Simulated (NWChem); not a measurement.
System: silicon monosulfide (SiS, singlet); SMILES [Si]=S

Results from NWChem. Pople sets run with spherical d functions. Low-valent species are run as closed-shell singlets; no triplet was tried in these runs. All runs use the structure optimised with PBE0/def2-SVP. Level TPSS/6-31G*: energy and gradient; each run changes one setting, and changes count from the defaults (medium grid, exact Coulomb integrals, symmetry on).

```tsv
setting	size of the energy change (μHa)	largest change of a gradient component (μHa/bohr)
defaults	< 10	< 30
Coulomb fitting, Ahlrichs set	200	40
tight SCF thresholds and tolerances	< 10	< 30
coarse grid	< 10	< 30
symmetry off	< 10	other frame
Coulomb fitting, Weigend set	70	100
```
